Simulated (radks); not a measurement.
Values are calculated unless marked as measured or tabulated.
Species: W+. Configuration: [Xe] 4f14 5d(up 2, down 2) 6s(up 0.75, down 0.25) (fractional occupations, a model configuration).

Level of theory: scalar-relativistic Kohn-Sham, r2SCAN, spin-polarised, spherical densities, finite nucleus; meta-GGA in the generalised Kohn-Sham scheme; Fermi nuclear charge, rms radius 5.3658 fm (a radial shooting solver on a logarithmic mesh with Libxc functionals).

Energy parts (hartree):
| part | energy |
|---|---|
| total | -16141.3912 |
| kinetic | 17780.3538 |
| electron-nucleus | -39885.9870 |
| Hartree | 6287.2490 |
| exchange-correlation | -323.0070 |

Orbitals (lengths in bohr, moments of r in powers of bohr; <r^-3> diverges for s and p1/2):
orbital,occ.,eigenvalue (hartree),<r^-3>
1s up,1,-2556.663,-
1s down,1,-2556.663,-
2s up,1,-442.4632,-
2s down,1,-442.4632,-
2p up,3,-386.9207,19760
2p down,3,-386.9207,19760
3s up,1,-102.4815,-
3s down,1,-102.4814,-
3p up,3,-85.95459,4418
3p down,3,-85.95444,4418
3d up,5,-66.90548,565.5
3d down,5,-66.90536,565.5
4s up,1,-21.57149,-
4s down,1,-21.57109,-
4p up,3,-16.12656,1020
4p down,3,-16.12611,1020
4d up,5,-9.18751,112.2
4d down,5,-9.18694,112.2
4f up,7,-1.51322,19.06
4f down,7,-1.51247,19.06
5s up,1,-3.25057,-
5s down,1,-3.25024,-
5p up,3,-1.91167,145.7
5p down,3,-1.91122,145.8
5d up,2,-0.43443,7.172
5d down,2,-0.42511,7.366
6s up,0.75,-0.45654,-
6s down,0.25,-0.42850,-

The highest occupied level is 5d down at -11.568 eV. Summed over all electrons, <r^2> = 53.71 bohr^2, which gives a Langevin (diamagnetic) susceptibility term of -42.5 x 10^-6 cm^3/mol. The electron density at the nucleus is 1.515e+06 e/bohr^3 (large components only). Spin moment in Bohr magnetons: 0.5. The spin density at the nucleus is 47.01 e/bohr^3 (1s 0.23, 2s 0.12, 3s 0.06, 4s 0.01, 5s 0.80, 6s 45.79). The density falls to 0.001 e/bohr^3 at r = 4.31 bohr.
